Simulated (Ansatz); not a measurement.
Problem. Name a neutral molecule of F, N, Nb and H with HOMO energy (PBE0/def2-TZVPP) between -7.65 and -7.35 eV and LUMO energy (B3LYP/def2-TZVPP) between -0.95 and -0.65 eV (Ansatz, PBE0-D4/def2-TZVP geometry).

Solution. `[NH]=[Nb]([NH2])([NH2])[F]` (-7.39 eV, -0.77 eV). Other molecules can fit too; these were computed, each in one conformer that needn't be the lowest.

B3LYP here is the variant with VWN-RPA as its local correlation; programs differ in this.
